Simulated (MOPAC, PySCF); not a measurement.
C2H4Se, SMILES `C(=C)[SeH]` (C–C–Se–H torsion 0°), neutral singlet in the gas phase. 

Cartesian coordinates (Å):
SMILES: C=C[SeH]
```xyz
7

C     -0.8260    -0.4859    -0.0899
C     -0.1162     0.5833     0.2423
Se     1.7709     0.8206     0.1065
H     -1.9010    -0.4885     0.0393
H     -0.3765    -1.3834    -0.4953
H     -0.5901     1.4699     0.6468
H      2.0388    -0.5159    -0.4498
```
Charge 0, multiplicity 1.

All levels are single points at this geometry (B3LYP-D3(BJ)/def2-TZVP); Pople sets use spherical d functions. Orbital energies aren't observables, and empty levels follow the basis.

HF/3-21G in PySCF gives HOMO (eV) = -8.59.

Problem. Estimate the HOMO (eV) from each of these levels: TPSSh-D3(BJ)/def2-TZVP in PySCF; B3LYP/3-21G in PySCF; B3LYP/6-311+G** (LANL2DZ on Se) in PySCF; BP86/6-31G* in PySCF; M06-2X/6-31G* in PySCF; PBE/6-31G* in PySCF; SVWN5/6-31G* in PySCF; HF/STO-3G in PySCF; AM1 in MOPAC; PM3 in MOPAC; PM6 in MOPAC; PM7 in MOPAC.

Solution. 
```csv
level,HOMO (eV)
TPSSh-D3(BJ)/def2-TZVP in PySCF,-5.83
B3LYP/3-21G in PySCF,-5.86
B3LYP/6-311+G** (LANL2DZ on Se) in PySCF,-6.20
BP86/6-31G* in PySCF,-5.23
M06-2X/6-31G* in PySCF,-7.37
PBE/6-31G* in PySCF,-5.13
SVWN5/6-31G* in PySCF,-5.25
HF/STO-3G in PySCF,-6.78
AM1 in MOPAC,-7.58
PM3 in MOPAC,-9.24
PM6 in MOPAC,-8.53
PM7 in MOPAC,-8.13
```
